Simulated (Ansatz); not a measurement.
`BC([SiH3])[SiH2]F` + `CO[SiH2]S` → `CO[SiH2]S[SiH3]` + `BC[SiH2]F`  (ligand exchange at the Si–C bond)

Gas-phase electronic energies from Ansatz, PBE0-D4/def2-TZVP geometries. CCSD(T)/CBS adds triple-zeta CCSD(T) − MP2 to the extrapolated MP2 energy (def2 sets, frozen cores). This one scheme is used for every species. DFT in def2-TZVPP. B3LYP here is the variant with VWN-RPA as its local correlation; programs differ in this. Each species was taken in one conformer, which may not be the lowest.

```tsv
level	ΔE (kJ/mol)	difference from CCSD(T)/CBS
revPBE-D4	-52.7	-1.5
BLYP-D4	-54.0	-2.8
r2SCAN-D4	-53.6	-2.4
r2SCANh-D4	-53.7	-2.5
B2PLYP	-52.9	-1.7
PBE-QIDH	-52.1	-0.9
revPBE	-53.5	-2.3
B3LYP	-53.6	-2.4
r2SCANh	-53.4	-2.2
CAM-B3LYP	-51.2	0.0
LC-ωPBE	-50.0	1.2
HF/def2-TZVPP	-57.2	-6.0
MP2/def2-TZVPP	-51.3	-0.1
HF/def2-QZVPP	-57.1	-5.9
MP2/def2-QZVPP	-53.1	-1.9
MP2/CBS(def2)	-54.5	-3.3
CCSD(T)/CBS	-51.2	0
```

Largest T1 diagnostic among the species: 0.012.

Leaving LDA and LC-ωPBE aside and taking each functional with its dispersion term where it has one, the values, not all of them listed here, spread over 5.4 kJ/mol, from BHLYP-D4 to ωB97M-V. LDA lies +5.9 kJ/mol from PBE without D4. At CCSD(T), def2-SVP lies +7.7 kJ/mol from the extrapolated value and def2-TZVPP +3.2 kJ/mol. In def2-TZVPP, CCSD(T) changes the Hartree–Fock value by +9.1 kJ/mol (the triples alone add +0.3 kJ/mol) and MP2 by +5.9 kJ/mol.
